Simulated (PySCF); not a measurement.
Simulated Si 2p region for `F[Si](F)(F)F`, binding energy against the vacuum level.

Every computed line was given a Gaussian of 0.4 eV full width at half maximum and an area set by the number of equivalent atoms (split 2:1 within a doublet); the highest printed point is 100. Method used: delta-SCF UKS SCAN, pcX-2 on the ionised atom, pcseg-1 elsewhere, spin-free X2C in PySCF 2.14.0.

binding energy (eV), intensity and a bar:
```
    111.5          1 
    111.6          6 ##
    111.7         20 ######
    111.8         49 ###############
    111.9         83 #########################
    112.0        100 ##############################
    112.1         85 ##########################
    112.2         53 ################
    112.3         29 #########
    112.4         27 ########
    112.5         39 ############
    112.6         49 ###############
    112.7         46 ##############
    112.8         30 #########
    112.9         14 ####
    113.0          5 #
    113.1          1 
    113.2          0
```

How many maxima does the curve show, and how many computed lines lie under it?

The curve has 2 maxima (at 112.0 and 112.6 eV). Under it lie 2 lines from 1 inequivalent silicon site, drawn as a 2p3/2, 2p1/2 pair.

Decompose the envelope and assign each component. Numbering: `[F:1][Si:2]([F:3])([F:4])[F:5]`.

```json
{"position (eV)": "112.00", "relative area": "0.67", "line": "Si 2p3/2", "atoms": "Si2", "environment": "fluorine-bound silicon"}
{"position (eV)": "112.63", "relative area": "0.33", "line": "Si 2p1/2", "atoms": "Si2", "environment": "fluorine-bound silicon"}
```

What are the centre and the root-mean-square width of the whole band?

The area-weighted mean of the lines is 112.21 eV. Their own spread about it is 0.29 eV (rms) and each Gaussian has σ = 0.4/2.355 = 0.17 eV; the variances add, which gives 0.34 eV.

Shake-up satellites, vibrational structure and lifetime widths aren't simulated. The 2p values add to the ΔSCF energy of one spin-free hole a correction within the shell (spin–orbit coupling, ligand field). 2p1/2 minus 2p3/2 (ligand field included): Si 0.63 eV. Geometry: PBE0-D3(BJ)/def2-SVP; no solvent, vibrations or thermal averaging.
